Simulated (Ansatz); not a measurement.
`[GeH3][S]S[AsH2]`. The species carries charge 0 and has multiplicity 1.

```xyz
9

Ge   -1.6809    0.2093   -0.9870
S     0.4356    0.6658   -1.5308
S     1.3700   -0.7823   -0.4031
As    1.5865    0.2699    1.5781
H    -1.8282    0.3681    0.5337
H    -2.5558    1.2265   -1.7372
H    -2.0052   -1.2286   -1.4121
H     1.5657   -1.0300    2.3760
H     3.1124    0.3014    1.5825
```

List the harmonic frequencies (cm⁻¹, unscaled) at PBE0-D4/def2-TZVP in Ansatz. (An estimate is asked.)

Computed: 44, 72, 115, 125, 162, 388, 396, 514, 554, 559, 695, 712, 815, 858, 873, 1002, 2150, 2162, 2171, 2188, 2203.

Is this a minimum?

Yes, all 21 modes are real.

Give the ideal-gas thermochemistry at 298.15 K and 1 bar (rigid rotor, harmonic oscillator; point group C1, symmetry number 1).

Zero-point energy 112.2 kJ/mol; H(298) − E = 136.1 kJ/mol; entropy 396.3 J/(mol·K), of which translation 175.9, rotation 125.0, vibration 95.3; G(298) − E = 18.0 kJ/mol. Modes under 100 cm⁻¹ are hindered rotations or soft bends, so the harmonic entropy is rough.

And at 400, 500, 600, 800 and 1000 K?


```csv
T (K),H − E (kJ/mol),S (J/mol/K),G − E (kJ/mol)
400,148.9,433.0,-24.3
500,162.8,464.0,-69.2
600,177.8,491.2,-117.0
800,210.1,537.7,-220.0
1000,244.9,576.4,-331.5
```
